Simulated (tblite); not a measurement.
Species: C4H5N2O2S (doublet state).
SMILES with atom numbers: `[CH2:1][O:2][c:3]1[n:4][c:5]([CH2:6][OH:7])[n:8][s:9]1` (hydrogens: H10, H11 on C1; H12, H13 on C6; H14 on O7)

The geometry is computed with GFN2-xTB (gas phase). This method treats the open shell by occupation alone, without spin polarisation.

(1) Give the optimised bond lengths and angles.

## Answers

(1) 
```
  bond  length (bohr)
 C1–O2          2.517
 O2–C3          2.474
 C3–N4          2.474
 N4–C5          2.544
 C5–C6          2.824
 C6–O7          2.644
 C5–N8          2.470
 N8–S9          3.093
 C3–S9          3.334
C1–H10          2.022
C1–H11          2.027
C6–H12          2.086
C6–H13          2.064
O7–H14          1.826
```

A selection of angles:
```
    angle  degrees
 C1–O2–C3    121.9
 O2–C3–N4    127.8
 O2–C3–S9    120.6
 N4–C3–S9    111.5
 C3–N4–C5    109.2
 N4–C5–C6    119.4
 N4–C5–N8    118.7
 C6–C5–N8    121.8
 C5–C6–O7    112.6
 C5–N8–S9    110.6
 C3–S9–N8     90.0
H14–O7–C6    107.5
```

Dihedral angles: C1–O2–C3–N4 -1° (synperiplanar); N4–C5–C6–O7 27° (synperiplanar); H14–O7–C6–C5 -36° (synclinal). The mirror-image conformer, all signs reversed, is as good.

S9 (sulfur bonded to C and N) is bent (angle 90.0°). The 5-membered ring C3–N4–C5–N8–S9 has internal angles of 90.0° to 118.7° (sum 540°, against 540° for a flat polygon); it is planar, 0.00 Å rms from its mean plane, widest ring torsion 0°. C5 (carbon bonded to C and 2 N) is planar (angles 121.8°, 119.4° and 118.7°, sum 360.0°, 0.01 Å off the plane of its three neighbours). C3 (carbon bonded to N, O and S) is planar (angles 127.8°, 120.6° and 111.5°, sum 360.0°, 0.00 Å off the plane of its three neighbours). H14 on O7 lies 2.27 Å from N4, 4 bonds away (angle at H 110°; Bondi radii sum to 2.75 Å). The C–N distances run from 1.307 Å (C5–N8, aromatic) to 1.346 Å (N4–C5, aromatic), a spread of 0.039 Å. The C–O distances run from 1.309 Å (O2–C3, drawn single) to 1.399 Å (C6–O7, drawn single), a spread of 0.090 Å.

Point group: C1 (no symmetry element, even within 0.4 Å). Its GFN2-xTB frequencies are all real (lowest 50 cm⁻¹). Torsions: H–C1–O2–C3 180° and -1°, C1–O2–C3–N4 -1°, N4–C5–C6–O7 27°, C5–C6–O7–H -36°. 3 starts were optimised and ended at 0.00, 3.84 and 4.77 kcal/mol (GFN2-xTB); the lowest of these is shown.
